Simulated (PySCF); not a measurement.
# C⁺: ionisation energy

C⁺ [He] 2s2 2p1 (2P) → C²⁺ [He] 2s2 (1S), as a difference of total energies. Computed with PySCF 2.14 in def2-TZVPPD (6s3p3d1f, 37 functions), with no relativity, point nucleus. Correlated levels: valence: 1s2 frozen; valence and next inner shell: nothing frozen. The calculations carry no spin-orbit coupling.

```
                                method  ionisation energy (eV)
                                   UHF                  24.170
                                   LDA                  24.766
                                   PBE                  24.853
                                  PBE0                  24.835
                                r2SCAN                  25.003
                                 B3LYP                  25.037
                                 M06-L                  24.885
                                  PW91                  24.949
                               r2SCANh                  24.991
                         MP2 (valence)                  24.373
                     SCS-MP2 (valence)                  24.335
    MP2 (valence and next inner shell)                  24.387
SCS-MP2 (valence and next inner shell)                  24.344
```

Task: How much does correlation contribute at MP2 (valence and next inner shell)?

Result: 24.387 − (24.170) = 0.217 eV, measured against UHF.

Errors of the correlated levels include the incompleteness of this basis and the frozen core.

For comparison: 24.378 eV (measured; NIST levels, between the centres of gravity of the two terms).
